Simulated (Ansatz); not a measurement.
Ansatz (a program for electronic structure) input file for B₃H₃O₃, SMILES B1OBOBO1, PBE0-D3(BJ)/def2-SVP. 

Ansatz 0.2 input:
```yaml
crystal:
  periodic: [false, false, false]
  atoms:
    - {symbol: B, position_ang: [-1.36103849, -0.00000000, 0.00000000]}
    - {symbol: O, position_ang: [-0.67964683, -1.17718283, -0.00000000]}
    - {symbol: B, position_ang: [0.68051924, -1.17869391, -0.00000000]}
    - {symbol: O, position_ang: [1.35929365, -0.00000000, 0.00000000]}
    - {symbol: B, position_ang: [0.68051924, 1.17869391, -0.00000000]}
    - {symbol: O, position_ang: [-0.67964682, 1.17718284, -0.00000000]}
    - {symbol: H, position_ang: [-2.53090260, 0.00000000, -0.00000000]}
    - {symbol: H, position_ang: [1.26545129, -2.19182594, 0.00000001]}
    - {symbol: H, position_ang: [1.26545130, 2.19182594, 0.00000000]}
basis:
  gaussian:
    orbitals: def2-SVP
hamiltonian:
  xc: pbe0
  dispersion: d3bj
relax: {f_tol: 0.002, max_steps: 200}
```

Program output:

```
WARN ansatz: RAYON_NUM_THREADS=2 ignored (pool sized by the plan → 2); use --threads N
Functional definition: PBE0
integrals: 0.05 GiB planned
1077 factors; integrals over basis functions are off by at most 4.8e-4 eV
mean field: 0.39 GiB planned
mean field evaluation 1: about -8204.4726 eV, gradient 6.0e1 eV
mean field evaluation 2: about -8198.5408 eV, gradient 8.4e1 eV
mean field evaluation 4: about -8210.5368 eV, gradient 4.8e-1 eV
mean field evaluation 8: about -8210.6333 eV, gradient 1.4e-2 eV
mean field evaluation 16: about -8210.6333 eV, gradient 8.4e-6 eV
mean field -8210.63332494 eV, -301.7352093242 hartree, gradient 8.4e-6 eV, S^2 0.000000; 0 other end points of the search recorded, 0 dependent functions left out
the calculation of the forces begins
reference -8210.63335142 eV, -301.7352102974 hartree; 21, 21 occupied and 78, 78 virtual orbitals, 1077 factors
relax step   1: F+E_penalty+E_count = -8210.77593391 eV  Δ(F+E_penalty+E_count) = +0.000e0 eV  max|allowed force component| = 8.683e-1 eV/Å  Δτ_max = 0.0000 Å  (27 SCF iters, accepted)
these checks for a lower state are left out or cut short: starts, cluster_reference, orbital_swaps, neighbouring_geometries, increment
integrals: 0.05 GiB planned
1077 factors; integrals over basis functions are off by at most 5.7e-4 eV
mean field: 0.39 GiB planned
mean field -8210.68840368 eV, -301.7372334306 hartree, gradient 1.4e-5 eV, S^2 0.000000; 0 other end points of the search recorded, 0 dependent functions left out
the calculation of the forces begins
reference -8210.68843028 eV, -301.7372344081 hartree; 21, 21 occupied and 78, 78 virtual orbitals, 1077 factors
relax step   2: F+E_penalty+E_count = -8210.83025738 eV  Δ(F+E_penalty+E_count) = -5.432e-2 eV  max|allowed force component| = 2.150e-1 eV/Å  Δτ_max = 0.0327 Å  (30 SCF iters, accepted)
these checks for a lower state are left out or cut short: starts, cluster_reference, orbital_swaps, neighbouring_geometries, increment
integrals: 0.05 GiB planned
1077 factors; integrals over basis functions are off by at most 6.1e-4 eV
mean field: 0.39 GiB planned
mean field evaluation 32: about -8210.6935 eV, gradient 1.4e-5 eV
mean field -8210.69353976 eV, -301.7374221783 hartree, gradient 1.4e-5 eV, S^2 0.000000; 0 other end points of the search recorded, 0 dependent functions left out
the calculation of the forces begins
reference -8210.69356641 eV, -301.7374231576 hartree; 21, 21 occupied and 78, 78 virtual orbitals, 1077 factors
relax step   3: F+E_penalty+E_count = -8210.83507816 eV  Δ(F+E_penalty+E_count) = -4.821e-3 eV  max|allowed force component| = 6.315e-3 eV/Å  Δτ_max = 0.0127 Å  (31 SCF iters, accepted)
these checks for a lower state are left out or cut short: starts, cluster_reference, orbital_swaps, neighbouring_geometries, increment
integrals: 0.05 GiB planned
1077 factors; integrals over basis functions are off by at most 6.1e-4 eV
mean field: 0.39 GiB planned
mean field -8210.69355327 eV, -301.7374226747 hartree, gradient 3.3e-5 eV, S^2 0.000000; 0 other end points of the search recorded, 0 dependent functions left out
the calculation of the forces begins
reference -8210.69357992 eV, -301.7374236540 hartree; 21, 21 occupied and 78, 78 virtual orbitals, 1077 factors
relax step   4: F+E_penalty+E_count = -8210.83508218 eV  Δ(F+E_penalty+E_count) = -4.020e-6 eV  max|allowed force component| = 1.411e-3 eV/Å  Δτ_max = 0.0003 Å  (19 SCF iters, accepted)
integrals: 0.05 GiB planned
1077 factors; integrals over basis functions are off by at most 6.1e-4 eV
mean field: 0.39 GiB planned
mean field -8210.69355327 eV, -301.7374226747 hartree, gradient 3.3e-5 eV, S^2 0.000000; 1 other end points of the search recorded, 0 dependent functions left out
the calculation of the forces begins
reference -8210.69357992 eV, -301.7374236540 hartree; 21, 21 occupied and 78, 78 virtual orbitals, 1077 factors
Total energy: -8210.83510883 eV, -301.7426247455 hartree
Atom 0 at    -1.375094    -0.000000     0.000000 Å, force    -0.001411     0.000000     0.000000 eV/Å
Atom 1 at    -0.683311    -1.183537     0.000000 Å, force     0.000641     0.001114     0.000000 eV/Å
Atom 2 at     0.687546    -1.190873     0.000000 Å, force     0.000705    -0.001227    -0.000000 eV/Å
Atom 3 at     1.366620    -0.000000     0.000000 Å, force    -0.001285     0.000000     0.000000 eV/Å
Atom 4 at     0.687546     1.190873     0.000000 Å, force     0.000705     0.001227     0.000000 eV/Å
Atom 5 at    -0.683311     1.183537    -0.000000 Å, force     0.000641    -0.001114     0.000000 eV/Å
Atom 6 at    -2.576721     0.000000    -0.000000 Å, force     0.000251     0.000000    -0.000000 eV/Å
Atom 7 at     1.288362    -2.231510     0.000000 Å, force    -0.000124     0.000219     0.000000 eV/Å
Atom 8 at     1.288362     2.231510    -0.000000 Å, force    -0.000124    -0.000219    -0.000000 eV/Å
Dipole moment:    -0.000009     0.000000    -0.000000 e Å
```

The run converged.
